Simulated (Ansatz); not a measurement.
```yaml
crystal:
  periodic: [false, false, false]
  atoms:
    - {symbol: Cu, position_ang: [-0.102509, -1.261290, 0.349677]}
    - {symbol: F, position_ang: [-1.148283, 0.335317, 0.985939]}
    - {symbol: Cu, position_ang: [-0.089299, 1.318464, -0.499112]}
    - {symbol: F, position_ang: [1.119306, -0.159031, -1.073359]}
basis:
  gaussian: {orbitals: def2-mTZVP}
hamiltonian: {xc: {name: r2SCANh}}
scf: {omitted_lower_state_checks: [starts]}
```

```sh
$ ansatz run in.yaml --threads 4 --pin off --events-out ev --progress --plain --max-ram 3916MiB
```

It prints (some lines left out):

```
Functional definition: r2SCANh
1026 factors; integrals over basis functions are off by at most 5.0e-4 eV
mean field evaluation 1: about -94704.5514 eV, gradient 1.0e2 eV
mean field evaluation 2: about -94517.3095 eV, gradient 4.4e2 eV
mean field evaluation 4: about -94714.2461 eV, gradient 1.2e1 eV
mean field evaluation 8: about -94714.4504 eV, gradient 9.8e-1 eV
mean field evaluation 16: about -94714.5096 eV, gradient 5.1e-4 eV
mean field -94714.50956895 eV, -3480.6940268584 hartree, gradient 7.2e-5 eV, S^2 0.000000; 0 other end points of the search recorded, 0 dependent functions left out
reference -94714.50958900 eV, -3480.6940275952 hartree; 38, 38 occupied and 66, 66 virtual orbitals, 1026 factors
Total energy: -94714.50958900 eV, -3480.6940275952 hartree
Checks for a lower state left out: starts
```

It took 2.7 s on 4 threads of Arm Neoverse V2 on a shared host.
